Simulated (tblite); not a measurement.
Species: C4H10OSSi2.
Numbering: `[CH3:1][C:2]#[C:3][CH2:4][Si@@H:5]([OH:6])[SiH2:7][SH:8]` (hydrogens: H9, H10, H11 on C1; H12, H13 on C4; H14 on Si5; H15 on O6; H16, H17 on Si7; H18 on S8)

Computed geometry: GFN2-xTB, gas phase.

Question: What internal coordinates does the optimisation give?

Answer: 
```
                 bond  length (bohr)   order
                C1–C2          2.738  single
                C2≡C3          2.267  triple
                C3–C4          2.730  single
               C4–Si5          3.630  single
               Si5–O6          3.082  single
              Si5–Si7          4.335  single
               Si7–S8          4.091  single
C1–H9, C1–H10, C1–H11          2.060  single
               C4–H12          2.061  single
               C4–H13          2.066  single
              Si5–H14          2.782  single
               O6–H15          1.803  single
              Si7–H16          2.775  single
              Si7–H17          2.769  single
               S8–H18          2.496  single
```

Bonds in one row agree within 0.02 bohr and their mean is given. Orders are formal, as drawn. A selection of angles:
```
      angle  degrees
   C2–C1–H9    110.1
  H9–C1–H10    108.7
   C1–C2–C3    178.0
   C2–C3–C4    176.5
  C3–C4–Si5    109.8
  C3–C4–H12    109.3
  C3–C4–H13    108.9
 Si5–C4–H12    110.9
 Si5–C4–H13    110.6
 H12–C4–H13    107.3
  C4–Si5–O6    109.7
 C4–Si5–Si7    114.5
 C4–Si5–H14    106.5
 O6–Si5–Si7     98.8
 O6–Si5–H14    109.6
Si7–Si5–H14    117.4
 Si5–O6–H15    120.9
 Si5–Si7–S8    107.6
Si5–Si7–H16    117.6
Si5–Si7–H17    116.5
 S8–Si7–H16    103.8
 S8–Si7–H17    104.4
H16–Si7–H17    105.5
 Si7–S8–H18     96.5
```

Dihedral angles: C3–C4–Si5–O6 53° (synclinal); C4–Si5–Si7–S8 64° (synclinal); H15–O6–Si5–C4 -48° (synclinal); H18–S8–Si7–Si5 -179° (antiperiplanar).

Of the pairs four or more bonds apart, C3···H15 is among the closest relative to their van der Waals radii: 2.98 Å, 103 % of the sum of Bondi's values. The 3 C–C bonds span 1.199 Å (C2≡C3, drawn triple) to 1.449 Å (C1–C2, drawn single), a spread of 0.250 Å. O6 (silanol oxygen) is bent (angle 120.9°). Si7 (SiH2 silicon) is distorted tetrahedral (angles from 103.8° to 117.6°). Si5 (oxygen-bound silicon) is distorted tetrahedral (angles from 98.8° to 117.4°).

Point group: C1 (no symmetry element, even within 0.4 Å). GFN2-xTB frequencies show an imaginary mode (30i cm⁻¹), so the point is no minimum at that level. Torsions: C3–C4–Si5–O6 53°, C4–Si5–O6–H -48°, C4–Si5–Si7–S8 64°, Si5–Si7–S8–H -179°.
